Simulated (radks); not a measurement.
Values are calculated unless marked as measured or tabulated.
Ionisation of the tungsten ion W2+, [Xe] 4f14 5d4, to [Xe] 4f14 5d3 as the strength of local exchange is varied. Code: a radial shooting solver on a logarithmic mesh with Libxc functionals. Model: scalar-relativistic Kohn-Sham, Slater X-alpha exchange (alpha = 2/3 is LDA exchange), no correlation, spin-unpolarised, spherical densities, point nucleus.

| alpha | E(W2+) (hartree) | exchange (hartree) | IE (eV) | -e of the level emptied (eV) | <r> of it (bohr) |
|---|---|---|---|---|---|
| 0.647 | -16115.5726 | -296.0472 | 24.016 | 18.595 (5d) | 1.908 |
| 0.667 | -16124.7719 | -305.3852 | 24.307 | 18.859 (5d) | 1.898 |
| 0.984 | -16271.3322 | -454.8771 | 29.260 | 23.389 (5d) | 1.751 |
| 1.012 | -16284.3453 | -468.2153 | 29.726 | 23.820 (5d) | 1.739 |
| 1.022 | -16288.9956 | -472.9842 | 29.894 | 23.976 (5d) | 1.735 |

NIST Atomic Spectra Database: 26.0 +/- 0.4 eV (semi-empirical). The Delta-SCF value meets it near alpha = 0.78. Spin polarisation and multiplet splitting are left out, so open shells lie too high by an amount that depends on their filling. Spin-orbit splitting is averaged out at the scalar-relativistic level.

Beside tabulated values, note that spin-unpolarised runs miss the spin-polarisation part of the exchange energy of open shells.
